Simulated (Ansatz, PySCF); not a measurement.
Molecule: BaF (charge 0, doublet). 
Structure (B3LYP-D3(BJ)/def2-TZVP (Ansatz, a program for electronic structure) minimum search):
SMILES: [F][Ba]
```xyz
2

Ba     0.0000     0.0000    -0.3002
F      0.0000     0.0000     1.8681
```
Charge 0, spin multiplicity 2.

Total electronic energies in hartree. Correlated levels leave the core frozen unless marked. Open shells are spin-unrestricted. No spin-orbit coupling. Frozen are the shells of the preceding noble gas and the d and f shells that filled before the atom's block. The outer core of K, Ca and their heavier congeners is not correlated, a term that matters for these elements. In def2 rows, elements after Kr have scalar-relativistic effective core potentials. CBS marks a two-point X^-3 extrapolation of the correlation energy; Hartree-Fock from the larger set.

```csv
level,program,energy (Eh)
HF/def2-QZVPPD,Ansatz,-124.67619
PBE/def2-TZVPD,Ansatz,-125.36850
BLYP-D4/def2-TZVPD,Ansatz + dftd4,-125.42025
revPBE/def2-TZVPD,Ansatz,-125.45566
TPSS-D4/def2-TZVPD,PySCF + dftd4,-125.45714
r2SCAN-D4/def2-TZVPD,Ansatz + dftd4,-125.40908
PBE0-D4/def2-TZVPD,Ansatz + dftd4,-125.34416
PBE0/def2-QZVPP,Ansatz,-125.34950
BHLYP/def2-TZVPD,Ansatz,-125.32680
TPSSh-D3(BJ)/def2-TZVPD,PySCF + dftd3,-125.43761
CAM-B3LYP/def2-TZVPD,Ansatz,-125.38615
LC-wPBE-D4/def2-TZVPD,Ansatz + dftd4,-125.41082
LC-wPBE/def2-TZVPD,Ansatz,-125.40944
wB97X-V/def2-TZVPD,Ansatz,-125.38819
RPA@PBE/def2-TZVPP,Ansatz,-125.06328
MP2/def2-QZVPP,Ansatz,-124.98102
RI-MP2/def2-QZVPP,Ansatz,-124.98085
SCS-MP2/def2-SVPD,Ansatz,-124.73717
SCS-MP2/def2-QZVPP,Ansatz,-124.97351
CCSD/def2-SVP,Ansatz,-124.72008
CCSD/def2-TZVPP,Ansatz,-124.94046
"CCSD/CBS(def2-TZVPPD,def2-QZVPPD)",Ansatz,-124.9926
"CCSD(T)/CBS(def2-TZVPPD,def2-QZVPPD)",Ansatz,-125.0038
```

Totals of different functionals don't rank their quality; only differences between species are comparable.
